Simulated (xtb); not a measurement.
C6H16N2, singlet, geometry from GFN2-xTB; xtb with GFN0-xTB.

xtb was given this input:
```
$ xtb mol.xyz --gfn 0 --opt --json

# file mol.xyz
24

C      2.41516844    -1.12686093     0.94830090
N      1.34850325    -0.29983269     0.42831183
C      1.86279536     0.91719718    -0.16197953
C      0.51292923    -1.05704265    -0.48430524
C     -0.67508306    -0.26642563    -1.04320054
N     -1.31094644     0.60636413    -0.07452281
C     -1.76272826    -0.10046876     1.10462197
C     -2.38765336     1.35143374    -0.68910597
H      2.98240896    -0.55579652     1.68182244
H      1.98931009    -1.99925753     1.44366294
H      3.10776160    -1.47689264     0.16450453
H      1.02829265     1.57379002    -0.39206355
H      2.44865870     0.73157661    -1.07729691
H      2.50409915     1.41518187     0.56354713
H      0.14390305    -1.92813636     0.06502865
H      1.09348761    -1.43575956    -1.34912948
H     -0.33552784     0.36413175    -1.87015395
H     -1.39196321    -1.00034081    -1.46254152
H     -0.89807506    -0.51097913     1.61872671
H     -2.25641400     0.60637660     1.76967255
H     -2.47077017    -0.91204615     0.86900461
H     -3.20237675     0.70466205    -1.05578897
H     -1.99863244     1.92317031    -1.53148044
H     -2.79963018     2.04760171     0.03997254
```

Task: What does xtb print? Leave out banner, timings and long lists.

Result: 
```
   ID    Z sym.   atoms
    1    6 C      1, 3-5, 7, 8
    2    7 N      2, 6
    3    1 H      9-24

           -------------------------------------------------
          |                Calculation Setup                |
           -------------------------------------------------

           -------------------------------------------------
          |                 G F N 0 - x T B                 |
           -------------------------------------------------

          ...................................................
          :                      SETUP                      :
          :.................................................:
          :  # basis functions                  64          :
          :  # atomic orbitals                  64          :
          :  # shells                           48          :
          :  # electrons                        50          :
          :  electronic temp.          300.0000000     K    :
          :  accuracy                    1.0000000          :
          :  -> integral cutoff          0.2500000E+02      :
          :  -> integral neglect         0.1000000E-07      :
          ...................................................

         :::::::::::::::::::::::::::::::::::::::::::::::::::::
         ::                     SUMMARY                     ::
         :::::::::::::::::::::::::::::::::::::::::::::::::::::
         :: total energy             -27.554823076409 Eh    ::
         :: gradient norm              0.023682756161 Eh/a0 ::
         :: HOMO-LUMO gap              7.233574039353 eV    ::
         ::.................................................::
         :: H0 energy                -27.772449545142 Eh    ::
         :: repulsion energy           0.369822109172 Eh    ::
         :: electrostat energy        -0.067067475813 Eh    ::
         :: -> Gsolv                   0.000000000000 Eh    ::
         ::    -> Gsasa                0.000000000000 Eh    ::
         ::    -> Gshift               0.000000000000 Eh    ::
         :: dispersion energy         -0.008763932465 Eh    ::
         :: short-range corr.         -0.076364232160 Eh    ::
         :: add. restraining           0.000000000000 Eh    ::
         :: total charge               0.000000000000 e     ::
         :::::::::::::::::::::::::::::::::::::::::::::::::::::

      -----------------------------------------------------------
     |                   =====================                   |
     |                        A N C O P T                        |
     |                   =====================                   |
     |               Approximate Normal Coordinate               |
     |                Rational Function Optimizer                |
      -----------------------------------------------------------
      -----------------------------------------------------------
     |                   =====================                   |
     |                        A N C O P T                        |
     |                   =====================                   |
     |               Approximate Normal Coordinate               |
     |                Rational Function Optimizer                |
      -----------------------------------------------------------

          ...................................................
          :                      SETUP                      :
          :.................................................:
          :   optimization level            normal          :
          :   max. optcycles                   200          :
          :   ANC micro-cycles                  20          :
          :   degrees of freedom                66          :
          :.................................................:
          :   RF solver                   davidson          :
          :   write xtbopt.log                true          :
          :   linear?                        false          :
          :   energy convergence         0.5000000E-05 Eh   :
          :   grad. convergence          0.1000000E-02 Eh/α :
          :   maxmium RF displ.          1.0000000          :
          :   Hlow (freq-cutoff)         0.1000000E-01      :
          :   Hmax (freq-cutoff)         5.0000000          :
          :   S6 in model hess.         20.0000000          :
          ...................................................

generating ANC from exact Hessian ...
Using Lindh-Hessian (1995)
 Shifting diagonal of input Hessian by    8.6886572583575027E-003
 Lowest  eigenvalues of input Hessian
    0.000000    0.000000    0.000000    0.000000    0.000000    0.000000
    0.010000    0.010083    0.010893    0.015725    0.017790    0.018646
    0.018736    0.019779    0.020636    0.023936    0.027173    0.030188
 Highest eigenvalues
    1.176604    1.220537    1.482184    1.489496    1.506211    1.515905

........................................................................
.............................. CYCLE    1 ..............................
........................................................................
 * total energy  :   -27.5548231 Eh     change        0.0000000E+00 Eh
   gradient norm :     0.0236827 Eh/α   predicted     0.0000000E+00 (   0.00%)
   displ. norm   :     0.1661058 α      lambda       -0.1456395E-02
   maximum displ.:     0.1126793 α      in ANC's #14, #10, #4, ...

........................................................................
.............................. CYCLE    2 ..............................
........................................................................
 * total energy  :   -27.5558703 Eh     change       -0.1047236E-02 Eh
   gradient norm :     0.0105368 Eh/α   predicted    -0.7482958E-03 ( -28.55%)
   displ. norm   :     0.1833793 α      lambda       -0.6687270E-03
   maximum displ.:     0.1191173 α      in ANC's #14, #4, #10, ...

........................................................................
[...]
 * total energy  :   -27.5562565 Eh     change       -0.3862177E-03 Eh
 * total energy  :   -27.5562996 Eh     change       -0.4302621E-04 Eh
 * total energy  :   -27.5563170 Eh     change       -0.1742669E-04 Eh
 * total energy  :   -27.5563263 Eh     change       -0.9361633E-05 Eh
 * total energy  :   -27.5563405 Eh     change       -0.1417488E-04 Eh
 * total energy  :   -27.5563441 Eh     change       -0.3546841E-05 Eh
   *** GEOMETRY OPTIMIZATION CONVERGED AFTER 8 ITERATIONS ***
         :: total energy             -27.556344066291 Eh    ::
[...]
        13        2.0000           -0.5498072             -14.9610
        14        2.0000           -0.5397671             -14.6878
        15        2.0000           -0.5282351             -14.3740
        16        2.0000           -0.5237443             -14.2518
        17        2.0000           -0.5185590             -14.1107
        18        2.0000           -0.5185183             -14.1096
        19        2.0000           -0.5069950             -13.7960
        20        2.0000           -0.5024794             -13.6732
        21        2.0000           -0.4970688             -13.5259
        22        2.0000           -0.4865896             -13.2408
        23        2.0000           -0.4792870             -13.0421
        24        2.0000           -0.4235237             -11.5247
        25        2.0000           -0.4233975             -11.5212 (HOMO)
        26                         -0.1547167              -4.2101 (LUMO)
        27                         -0.1538252              -4.1858
        28                         -0.1425438              -3.8788
        29                         -0.1394815              -3.7955
        30                         -0.1307179              -3.5570
        31                         -0.1237127              -3.3664
        32                         -0.1223595              -3.3296
        33                         -0.1117906              -3.0420
        34                         -0.1036756              -2.8212
        35                         -0.1003223              -2.7299
        36                         -0.0826721              -2.2496
       ...                                ...                  ...
        64                          0.4292967              11.6818
      -------------------------------------------------------------
                  HL-Gap            0.2686808 Eh            7.3112 eV
             Fermi-level            0.0000000 Eh            0.0000 eV

     #   Z          covCN         q      C6AA      α(0)
     1   6 C        3.726    -0.009    23.300     6.974
     2   7 N        2.724    -0.554    32.749     8.568
     3   6 C        3.718     0.012    22.919     6.919
     4   6 C        3.772     0.126    20.790     6.576
     5   6 C        3.772     0.126    20.790     6.576
     6   7 N        2.724    -0.554    32.749     8.568
     7   6 C        3.718     0.012    22.919     6.919
     8   6 C        3.726    -0.009    23.300     6.974
     9   1 H        0.925     0.066     2.132     2.283
    10   1 H        0.925     0.060     2.202     2.320
    11   1 H        0.924     0.048     2.340     2.392
    12   1 H        0.925     0.102     1.764     2.077
    13   1 H        0.924     0.041     2.430     2.438
    14   1 H        0.925     0.061     2.192     2.315
    15   1 H        0.925     0.034     2.526     2.486
    16   1 H        0.924     0.012     2.853     2.642
    17   1 H        0.925     0.034     2.526     2.486
    18   1 H        0.924     0.012     2.853     2.642
    19   1 H        0.925     0.102     1.764     2.077
    20   1 H        0.925     0.061     2.192     2.315
    21   1 H        0.924     0.041     2.430     2.438
    22   1 H        0.924     0.048     2.340     2.392
    23   1 H        0.925     0.060     2.202     2.320
    24   1 H        0.925     0.066     2.132     2.283

 Mol. C6AA /au·bohr⁶  :       4090.479648
 Mol. C8AA /au·bohr⁸  :      84206.061672
 Mol. α(0) /au        :         95.978987

Wiberg/Mayer (AO) data.
largest (>0.10) Wiberg bond orders for each atom

 ---------------------------------------------------------------------------
     #   Z sym  total        # sym  WBO       # sym  WBO       # sym  WBO
 ---------------------------------------------------------------------------
     1   6 C    3.948 --    10 H    0.982     9 H    0.982     2 N    0.979
                            11 H    0.977
     2   7 N    2.982 --     3 C    0.980     1 C    0.979     4 C    0.965
     3   6 C    3.949 --    14 H    0.982     2 N    0.980    12 H    0.980
                            13 H    0.977
     4   6 C    3.955 --     5 C    1.008    15 H    0.976    16 H    0.970
                             2 N    0.965
     5   6 C    3.955 --     4 C    1.008    17 H    0.976    18 H    0.970
                             6 N    0.965
     6   7 N    2.982 --     7 C    0.980     8 C    0.979     5 C    0.965
     7   6 C    3.949 --    20 H    0.982     6 N    0.980    19 H    0.980
                            21 H    0.977
     8   6 C    3.948 --    23 H    0.982    24 H    0.982     6 N    0.979
                            22 H    0.977
     9   1 H    0.987 --     1 C    0.982
    10   1 H    0.986 --     1 C    0.982
    11   1 H    0.975 --     1 C    0.977
    12   1 H    0.993 --     3 C    0.980
    13   1 H    0.974 --     3 C    0.977
    14   1 H    0.985 --     3 C    0.982
    15   1 H    0.982 --     4 C    0.976
    16   1 H    0.973 --     4 C    0.970
    17   1 H    0.982 --     5 C    0.976
    18   1 H    0.973 --     5 C    0.970
    19   1 H    0.993 --     7 C    0.980
    20   1 H    0.985 --     7 C    0.982
    21   1 H    0.974 --     7 C    0.977
    22   1 H    0.975 --     8 C    0.977
    23   1 H    0.986 --     8 C    0.982
    24   1 H    0.987 --     8 C    0.982
 ---------------------------------------------------------------------------

Topologies differ in total number of bonds
Writing topology from bond orders to xtbtopo.mol

 dipole moment from electron density (au)
     X       Y       Z
  -0.0663  -0.5410  -0.6244  total (Debye):    2.107

optimized geometry written to: xtbopt.xyz

           -------------------------------------------------
          | TOTAL ENERGY              -27.556344066291 Eh   |
          | GRADIENT NORM               0.000403200767 Eh/α |
          | HOMO-LUMO GAP               7.311176521335 eV   |
           -------------------------------------------------
```
